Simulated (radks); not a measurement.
The numbers below are computed, except where a source is named.
Task: All-electron atom: K2+ in [Ne] 3s2 3p4 4s1 (not the ground configuration). Level of theory: scalar-relativistic Kohn-Sham, PW91, spin-polarised, spherical densities, point nucleus; open shells are filled with parallel spins first (a radial shooting solver on a logarithmic mesh with Libxc functionals). Some entries of the table are withheld. Estimate them.

| orbital | occ. | eigenvalue (eV) | <r> (bohr) | <1/r> (bohr^-1) |
|---|---|---|---|---|
| 1s up | 1 | -3557.746 | 0.08105 | 18.72 |
| 1s down | 1 | -3557.133 | 0.08104 | 18.72 |
| 2s up | 1 | -386.5082 | 0.3873 | 3.803 |
| 2s down | 1 | -385.9495 | 0.3872 | 3.803 |
| 2p up | 3 | -313.6227 | 0.3499 | 3.707 |
| 2p down | 3 | -312.8633 | 0.3498 | 3.707 |
| 3s up | 1 | -64.5585 | 1.204 | 1.159 |
| 3s down | 1 | -61.4681 | 1.209 | 1.155 |
| 3p up | 3 | -47.0067 | 1.301 | (1) |
| 3p down | 1 | -44.0298 | 1.312 | (2) |
| 4s up | 1 | -17.1904 | 3.162 | 0.4211 |

Result: 
(1) 3p up <1/r> (bohr^-1): 1.047
(2) 3p down <1/r> (bohr^-1): 1.040
